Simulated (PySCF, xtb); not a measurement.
C2H10N2Si2, SMILES [SiH2]1[Si@H](NC)NC1.

GFN2-xTB run with xtb 6.7.1 at its own geometry gives an orbital gap of 3.86 eV and a dipole moment of 1.22 D.

Coordinates come from a B3LYP-D3(BJ)/def2-SVP optimisation. The structure was generated by enumeration; whether it is a known compound was not checked. Other conformers were not sampled.

Q: What does ωB97X/def2-TZVP (PySCF) give? (Estimate from the structure and the level; the computed values follow.)

A: gap 10.84 eV (levels -8.62 and 2.23 eV), dipole 1.29 D.
